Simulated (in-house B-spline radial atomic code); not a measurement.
# Sm³⁺: [Xe] 4f5

All numbers are computed (Dirac-Kohn-Sham BP86, spherical fractional occupations; Fermi nucleus of rms radius 5.0819 fm) with a B-spline radial code for spherical atoms, not measured.

Screening seen three ways: the hydrogenic charge with the same mean radius, Z_r = [3n² - l(l+1)]/(2<r>), the one with the same energy, Z_e = n√(-2ε), and Slater's rules. Values are occupation-weighted means over j. An effective charge above Z reflects the relativistic contraction of the inner shells.

```csv
shell,electrons,ε (eV),<r> (bohr),Z_r,Z_e,Slater
1s,2,-46664,0.02274,65.96,58.56,61.70
2s,2,-7648.1,0.09649,62.18,47.42,57.85
2p,6,-6849.6,0.08514,58.73,44.87,57.85
3s,2,-1701,0.2545,53.03,33.54,50.75
3p,6,-1448.8,0.2527,49.47,30.96,50.75
3d,10,-1095.7,0.231,45.45,26.92,40.85
4s,2,-363.23,0.5783,41.50,20.67,34.25
4p,6,-279.72,0.6113,37.63,18.14,34.25
4d,10,-159.84,0.6679,31.44,13.71,22.85
5s,2,-71.103,1.377,27.23,11.43,12.00
5p,6,-50.211,1.581,23.09,9.61,12.00
4f,5,-32.491,0.9057,19.87,6.18,14.60
```

The least bound orbital is 4f7/2 at -32.23 eV, while the most diffuse is 5p3/2 (<r> = 1.607 bohr against 0.9101 bohr): energy order and size order differ.

Spin-orbit splittings of the orbital energies (j = l + 1/2 above j = l - 1/2 when positive): 2p 603 eV, 3p 122.1 eV, 3d 26.5 eV, 4p 26.93 eV, 4d 4.832 eV, 5p 3.934 eV, 4f 0.6024 eV.

For the 1s electron the small component carries 5.31 % of the norm, the zero-frequency Breit interaction raises the level by 136.1 eV, self-energy by 80.84 eV, and vacuum polarisation lowers it by 12.79 eV.
